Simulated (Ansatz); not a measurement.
Isolated molecules relaxed with PBE0-D4/def2-TZVP in Ansatz; ΔE leaves out vibrations. CCSD(T)/CBS is the MP2 limit (def2-TZVPP, def2-QZVPP) plus CCSD(T) − MP2 in def2-TZVPP, frozen cores. Functionals use def2-TZVPP. For Br, Ga, Ge outer-core shells are correlated without core-valence functions, which leaves a few kJ/mol of doubt a bond. Scalar relativity is left out up to krypton. One conformer a species, not always the lowest.

`[GeH3][Br]` + `[NH2][Ga]([Br])[Br]` → `[NH2][GeH3]` + `[Br][Ga]([Br])[Br]`  (redistribution)

```tsv
level	ΔE (kcal/mol)
BLYP-D4	0.9
r2SCAN-D4	1.5
B97M-V	0.3
BHLYP-D4	1.0
r2SCAN0	1.5
CCSD/def2-SVP	0.9
HF/def2-TZVPP	1.2
HF/CBS(def2)	1.6
```

**Question.** What does CCSD(T)/CBS give? (An estimate is asked.)

**Answer.** Computed: +2.0 kcal/mol. The listed levels differ from it by -1.1, -0.5, -1.7, -1.0, -0.5, -1.1, -0.8, -0.4 kcal/mol.

**Question.** What do rigid-rotor, harmonic-oscillator terms from PBE0-D4/def2-TZVP frequencies (298.15 K, 1 bar) make of the CCSD(T)/CBS value? (Best estimate.)

**Answer.** Ansatz gave: ΔZPE = +0.3 kcal/mol, ΔH = +2.1 kcal/mol, ΔS = -14 J/(mol·K), ΔG = +3.1 kcal/mol. Modes under 50 cm⁻¹ make the entropy rough.

Largest T1 diagnostic among the species: 0.011.

Leaving LDA and LC-ωPBE aside and taking each functional with its dispersion term where it has one, the values, not all of them listed here, spread over 1.6 kcal/mol, from B97M-V to CAM-B3LYP-D4. LDA lies +0.9 kcal/mol from PBE without D4. At CCSD(T), def2-SVP lies −1.3 kcal/mol from the extrapolated value and def2-TZVPP −0.8 kcal/mol.
